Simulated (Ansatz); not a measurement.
A run for Ansatz (a quantum-chemistry and plane-wave program): U-CCSD(T)/cc-pVQZ on C3H2 (SMILES [CH]C#C), 2S+1 = 1, a spin state set in the input, which need not be the lowest.

Ansatz 0.2 input:
```yaml
crystal:
  periodic: [false, false, false]
  atoms:
    - {symbol: C, position_ang: [-0.00000000, -0.00000000, -1.26464557]}
    - {symbol: C, position_ang: [0.00000000, 0.00000000, 0.00000000]}
    - {symbol: C, position_ang: [0.00000000, 0.00000000, 1.26464557]}
    - {symbol: H, position_ang: [-0.00000000, -0.00000000, -2.32597906]}
    - {symbol: H, position_ang: [0.00000000, 0.00000000, 2.32597906]}
basis:
  gaussian:
    orbitals: cc-pVQZ
correlation: {method: ccsd_t, electrons: outside_noble_gas}
scf: {omitted_lower_state_checks: [cluster_reference]}
magnetization: {spin_polarized: true, initial_magnetization: 0}
```

It printed:

```
WARN ansatz: RAYON_NUM_THREADS=2 ignored (pool sized by the plan → 2); use --threads N
Functional definition: HF
these checks for a lower state are left out or cut short: cluster_reference
integrals: 1.92 GiB planned
1326 factors; integrals over basis functions are off by at most 1.3e-3 eV
mean field: 0.82 GiB planned
mean field evaluation 1: about -3116.4916 eV, gradient 1.7e1 eV
mean field evaluation 2: about -3116.4936 eV, gradient 1.7e1 eV
mean field evaluation 4: about -3118.3020 eV, gradient 2.5e0 eV
mean field evaluation 8: about -3118.3526 eV, gradient 1.1e-3 eV
mean field evaluation 16: about -3119.5769 eV, gradient 7.6e-2 eV
mean field evaluation 32: about -3118.3487 eV, gradient 1.7e-1 eV
mean field evaluation 64: about -3118.3311 eV, gradient 1.3e0 eV
mean field -3119.57676816 eV, -114.6423317048 hartree, gradient 9.8e-7 eV, S^2 1.164847; 6 other end points of the search recorded, 0 dependent functions left out
3 core orbitals not correlated
reference -3119.57676816 eV, -114.6423317048 hartree; 7, 7 occupied and 215, 215 virtual orbitals, 1326 factors
second order -11.74369332 eV of doubles, -0.00000000 eV of singles
coupled cluster: 4.15 GiB planned
cycle   1  -11.90512568 eV  change   -1.6e-1 eV  update   1.1e-1
cycle   2  -12.35448336 eV  change   -4.5e-1 eV  update   4.3e-2
cycle   3  -12.52945607 eV  change   -1.7e-1 eV  update   3.0e-2
cycle   4  -12.53209241 eV  change   -2.6e-3 eV  update   1.2e-2
cycle   5  -12.53924739 eV  change   -7.2e-3 eV  update   6.5e-3
cycle   6  -12.54598964 eV  change   -6.7e-3 eV  update   4.5e-3
cycle   7  -12.54946987 eV  change   -3.5e-3 eV  update   2.0e-3
cycle   8  -12.55055429 eV  change   -1.1e-3 eV  update   5.7e-4
cycle   9  -12.55048477 eV  change    7.0e-5 eV  update   2.0e-4
cycle  10  -12.55048191 eV  change    2.9e-6 eV  update   7.2e-5
cycle  11  -12.55051713 eV  change   -3.5e-5 eV  update   2.7e-5
cycle  12  -12.55050569 eV  change    1.1e-5 eV  update   9.9e-6
coupled cluster: 4.16 GiB planned
perturbative correction -0.73350996 eV, -0.0269559939 hartree
WARN: the results are in doubt because among natural orbitals full CI differs from the method by +0.737 eV
Total energy: -3132.86078381 eV, -115.1305102756 hartree
In doubt: among natural orbitals full CI differs from the method by +0.737 eV
Checks for a lower state left out: cluster_reference
```

The run converged. Its determinant has ⟨S²⟩ = 1.16, a mixture of spin states.

Warnings raised: large difference.

Cost: about 2.5 core-minutes (a rough figure).
